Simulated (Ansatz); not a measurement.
```yaml
crystal:
  periodic: [false, false, false]
  atoms:
    - {symbol: F, position_ang: [-0.672322, -0.947253, 1.659920]}
    - {symbol: Sn, position_ang: [0.275898, -0.418869, 0.109409]}
    - {symbol: F, position_ang: [2.079638, -0.903629, 0.407363]}
    - {symbol: F, position_ang: [-0.369673, -1.603290, -1.218246]}
    - {symbol: Se, position_ang: [0.094516, 1.981497, -0.453832]}
    - {symbol: H, position_ang: [-1.366057, 1.827443, -0.550715]}
basis:
  gaussian: {orbitals: def2-TZVPD}
magnetization: {spin_polarized: true, initial_magnetization: 8}
hamiltonian: {xc: {name: r2SCAN0}}
output: {forces: true}
```

```sh
$ ansatz run in.yaml --threads 4 --pin off --events-out ev --progress --plain --max-ram 10444MiB
```

Output, abridged:

```
Functional definition: r2SCAN0
1583 factors; their error is unknown
mean field evaluation 1: about -79318.8359 eV, gradient 3.0e1 eV
mean field evaluation 2: about -79237.6548 eV, gradient 1.2e2 eV
mean field evaluation 4: about -79322.6642 eV, gradient 1.1e1 eV
mean field evaluation 8: about -79323.5355 eV, gradient 1.2e0 eV
mean field evaluation 16: about -79323.7620 eV, gradient 8.5e-2 eV
mean field evaluation 32: about -79324.1385 eV, gradient 1.8e-5 eV
mean field -79324.13854079 eV, -2915.1083235418 hartree, gradient 4.0e-6 eV, S^2 20.025907; 6 other end points of the search recorded, 0 dependent functions left out
reference -79324.13856849 eV, -2915.1083245599 hartree; 46, 38 occupied and 196, 204 virtual orbitals, 1583 factors
Total energy: -79324.13856849 eV, -2915.1083245599 hartree
Atom 0 at    -0.672322    -0.947253     1.659920 Å, force    -2.687423    -2.697198     3.947354 eV/Å
Atom 1 at     0.275898    -0.418869     0.109409 Å, force    -1.204482     4.281100    -1.124260 eV/Å
Atom 2 at     2.079638    -0.903629     0.407363 Å, force     6.447968    -2.317954     1.195705 eV/Å
Atom 3 at    -0.369673    -1.603290    -1.218246 Å, force    -1.962648    -4.238466    -2.838002 eV/Å
Atom 4 at     0.094516     1.981497    -0.453832 Å, force     6.590408     5.034346    -0.543941 eV/Å
Atom 5 at    -1.366057     1.827443    -0.550715 Å, force    -7.183823    -0.061828    -0.636856 eV/Å
Dipole moment:     0.216097     0.280289    -0.041627 e Å
```

(1) What is wrong with this run?

Answers

(1) The spin is set far too high for this molecule. The calculation finished and met its thresholds. The result belongs to that input, not to the molecule as meant.
